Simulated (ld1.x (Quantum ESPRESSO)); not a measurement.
Values are calculated unless marked as measured or tabulated.
## Potentials for thallium (Tl) compared

Generated with ld1.x 7.5 (TM, RRKJ, ultrasoft, PAW), atompaw 4.2 or ONCVPSP 4.0.1. The cutoff is in Ry: for ld1.x and atompaw files where the sum of valence levels is converged to 10 mRy in a Bessel basis, for ONCV files where the hardest occupied wave has 1 mHa per electron of residual kinetic energy. The error is the largest all-electron minus pseudo excitation energy over each file’s own four to seven test configurations (ionisations up to +4, promotions, holes and added fractions of an electron), all of which were solved. The labels leave out finer settings (local radius, basis sizes, second energies), which also bear on the numbers. Spin-polarised tests are not counted. The rows are a selection from randomly drawn settings: files with unsolved tests, undetermined cutoffs or missed reference levels are left out.

A true bound ghost makes a file unfit for plane-wave use even where its test errors are small: the radial tests pick states by their node count and pass the ghost by.

| potential | cutoff (Ry) | largest error (meV) | bound ghosts |
| --- | --- | --- | --- |
| TM, LDA (PZ), scalar-relativistic, rc 1.65/2.70/2.00 (spd), local s, core correction yes, reference 5d10 6s2 6p1 | 50 | -187 | none |
| TM, PBEsol, scalar-relativistic, rc 1.75/3.15/1.55 (spd), local s, core correction no, reference 5d10 6s2 6p1 | 50 | -89 | none |
| TM semilocal, BLYP, scalar-relativistic, rc 1.75/2.00 (sp), local p, core correction yes, reference 6s2 6p0.5 | 25 | -287 | none |
| TM semilocal, PBE, scalar-relativistic, rc 1.85/2.50/2.45 (spd), local p, core correction yes, reference 6s1 6p0 | 18 | -328 | none |
| TM, LDA (PZ), scalar-relativistic, rc 1.95/2.65 (sp), local s, core correction no, reference 6s2 6p0.5 | 21 | +181 | none |
| RRKJ, PBE, scalar-relativistic, rc 2.15/2.20/1.25 (spd), local p, core correction no, reference 5d10 6s1 6p2 | 110 | -79 | none |

Task: Fill in the row for Tl: ultrasoft, PBE, scalar-relativistic, rc 2.20/2.35 (sp), local smoothed, core correction yes, reference 6s1.5 6p1.5.

Result: cutoff 6 Ry, largest error -282 meV, bound ghosts: d.
